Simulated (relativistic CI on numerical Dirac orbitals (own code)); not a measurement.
Excitation temperature from two lines of Br I

Problem. In an optically thin plasma whose excited levels follow a Boltzmann distribution, the energy emitted in Br I 8446.55 Å and 7938.68 Å has the ratio 1.93 (an assumed reading, corrected for the detector). Tabulated data (NIST Handbook of Basic Atomic Spectroscopic Data): upper levels 76743.1 and 88483.4 cm⁻¹, g = 4 and 6, A = 1.20 × 10^7 and 1.90 × 10^7 s⁻¹. Calculate the temperature, its uncertainty for 15 % in the ratio of intensities and A values together, and the strength of these other lines with tabulated A (λ in Å, g, A, upper level): 7348.51, 6, 1.20 × 10^7, 78511.6; 7512.96, 4, 1.20 × 10^7, 76743.1; 8343.70, 2, 2.20 × 10^7, 78865.7; 7803.02, 4, 5.30 × 10^6, 79695.9.

Working.
1. The emitted power of a line is proportional to (gA/λ) exp(−E/kT), so I₁/I₂ = (g₁A₁λ₂/g₂A₂λ₁) exp[(E₂ − E₁)/kT].
2. The prefactor is 0.3957 and E₂ − E₁ = 11740.3 cm⁻¹ = 1.456 eV.
3. kT = (E₂ − E₁)/ln(1.93/0.3957) = 11740.3/1.5845 = 7409 cm⁻¹ = 0.919 eV, or T = 10660 K.
4. δT/T = (kT/ΔE) × 15 % = 9.5 %; lines whose upper levels lie far apart give the better thermometer.
5. Other lines relative to the first: 7348.51 Å: 1.4, 7512.96 Å: 1.1, 8343.70 Å: 0.7, 7803.02 Å: 0.32.

Remark. Dense plasmas such as arcs and laser-ablation plumes come near a Boltzmann distribution among excited levels, though their strong lines may be self-absorbed. Low-pressure etch and deposition plasmas, at 10¹⁰ to 10¹³ electrons per cm³, do not: there the number found is an excitation temperature of these levels and not the electron temperature.
